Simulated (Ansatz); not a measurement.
Species: fluoro(trimethyl)silane, C$_{3}$H$_{9}$FSi, net charge 0, singlet state. SMILES: C[Si](F)(C)C
Geometry: optimised at B3LYP-D3(BJ)/def2-TZVP (Ansatz, an electronic-structure program).

Wanted: atomisation energy (electronic, to ground-state atoms), in kcal/mol. Valence correlation only, unless marked. UHF or UKS for open shells. Spin-orbit coupling is left out. Non-relativistic. The coupled-cluster limit lacks core correlation, which all-electron functionals hold. CBS(X,Y): correlation extrapolated as X^-3; Hartree-Fock from the larger set. The bracket is a focal-point correction in the basis named.

```csv
level,program,atomisation energy (kcal/mol),rough core time
HF/6-31G*,Ansatz,990.5,-
BLYP-D4/def2-TZVPD,Ansatz + dftd4,1288.6,under 20 s
revPBE/def2-TZVPD,Ansatz,1265.1,under 20 s
B3LYP/def2-TZVPD,Ansatz,1287.5,20 s
PBE0/def2-SVP,Ansatz,1294.3,under 20 s
BHLYP-D3(BJ)/def2-TZVPD,Ansatz + dftd3,1274.8,21 s
r2SCAN0-D4/def2-TZVPD,Ansatz + dftd4,1289.8,26 s
CAM-B3LYP/def2-TZVPD,Ansatz,1299.0,24 s
LC-wPBE-D3(BJ)/def2-TZVPD,Ansatz + dftd3,1301.4,under 20 s
B2GP-PLYP-D4/def2-TZVPD,Ansatz + dftd4,1283.9,30 s
"RI-MP2/CBS(cc-pV(T+d)Z,cc-pV(Q+d)Z)",Ansatz,1314.7,50 s
SCS-MP2/STO-3G,Ansatz,1331.0,-
CCSD(T)/6-31G,Ansatz,1104.7,under 20 s
CCSD(T)/cc-pV(D+d)Z,Ansatz,1203.3,under 20 s
"RI-MP2/CBS(cc-pV(T+d)Z,cc-pV(Q+d)Z)+[CCSD(T)-MP2]/cc-pV(T+d)Z",Ansatz,1302.6,6 min
```

Core times are rough, on shared machines, summed over the molecules involved; a dash marks a level read off another run, or run on other hardware, by another program or under a memory cap.
